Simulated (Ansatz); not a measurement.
A nudged elastic band was laid between two geometries of ClH3Sn + H2S (8 atoms, charge 0, multiplicity 1).

Method: Ansatz, RKS BHLYP/def2-SVP.

```yaml
movable_images: 5
climbing_image: yes
spring: 5.0 eV/Å²
optimiser: quadratic models (default)
start_path: through a guess of the saddle point
force_threshold: 0.05 eV/Å
iteration_limit: 60
end_points: relaxed
```

First end point:

```xyz
8
Properties=species:S:1:pos:R:3
Sn 0.390 0.062 -0.156
Cl 0.257 -0.190 2.201
H 2.056 0.010 -0.498
H -0.295 1.568 -0.525
H -0.433 -1.262 -0.826
S -3.441 0.106 1.021
H -3.542 -1.230 0.962
H -2.491 0.063 1.969
```

Last end point:

```xyz
8
Properties=species:S:1:pos:R:3
Sn -0.445 -0.056 -0.591
Cl -0.428 0.675 3.388
H 0.704 -0.976 0.258
H -0.106 1.606 -0.576
H -0.648 -0.645 -2.177
S -2.598 -0.238 0.565
H -2.572 -1.576 0.665
H -1.407 0.336 2.616
```

Problem. Which bonds break or form, and what moves?

Solution. Bonds broken: Sn1–Cl2, S6–H8. Bonds formed: Sn1–S6, Cl2–H8. ClH3Sn + H2S becomes ClH + H4SSn.

Problem. Give the energies along the band, and the barrier.

Solution. It converged. The highest image is number 2 of 0 to 6, 1.45 eV above the first end and 1.11 eV above the last; the last end lies 0.34 eV above the first. A vibrational analysis at the climbing image gives 2 clearly imaginary modes (903i, 134i cm⁻¹): a point of higher order, so a lower path passes nearby. The orbitals stay closed-shell, which can raise the energy where a bond breaks towards radicals; this wasn't checked here.

```json
{"image": "0", "path coordinate (Å)": "0.00", "energy (eV)": "0.00", "Sn1–Cl2 (Å)": "2.37", "S6–H8 (Å)": "1.34", "Sn1–S6 (Å)": "4.01"}
{"image": "1", "path coordinate (Å)": "1.03", "energy (eV)": "0.29", "Sn1–Cl2 (Å)": "2.43", "S6–H8 (Å)": "1.35", "Sn1–S6 (Å)": "3.31"}
{"image": "2", "path coordinate (Å)": "2.06", "energy (eV)": "1.45", "Sn1–Cl2 (Å)": "2.87", "S6–H8 (Å)": "1.59", "Sn1–S6 (Å)": "2.69"}
{"image": "3", "path coordinate (Å)": "2.99", "energy (eV)": "0.60", "Sn1–Cl2 (Å)": "3.56", "S6–H8 (Å)": "2.13", "Sn1–S6 (Å)": "2.49"}
{"image": "4", "path coordinate (Å)": "3.91", "energy (eV)": "0.37", "Sn1–Cl2 (Å)": "4.24", "S6–H8 (Å)": "2.43", "Sn1–S6 (Å)": "2.45"}
{"image": "5", "path coordinate (Å)": "4.84", "energy (eV)": "0.35", "Sn1–Cl2 (Å)": "4.24", "S6–H8 (Å)": "2.44", "Sn1–S6 (Å)": "2.45"}
{"image": "6", "path coordinate (Å)": "5.76", "energy (eV)": "0.34", "Sn1–Cl2 (Å)": "4.05", "S6–H8 (Å)": "2.44", "Sn1–S6 (Å)": "2.45"}
```

Problem. What is the geometry of the highest image?

Solution. 
```xyz
8
Properties=species:S:1:pos:R:3:forces:R:3
Sn -0.255 0.087 -0.236 0.02 -0.01 -0.01
Cl -0.139 -0.366 2.596 0.00 -0.01 0.00
H 1.407 0.067 0.123 0.00 0.01 0.00
H -0.580 1.560 -1.036 0.00 0.00 -0.01
H -0.682 -1.318 -1.098 0.00 0.00 0.00
S -2.666 0.230 0.943 -0.03 0.00 0.01
H -2.967 -1.064 0.749 0.02 0.02 0.01
H -1.619 -0.068 2.106 -0.01 -0.01 -0.01
```

The band took 18 iterations and roughly 7 core-minutes.

The run took 3.7 min on 2 threads of Arm Neoverse V1, on a shared host, peak memory 0.19 GiB.
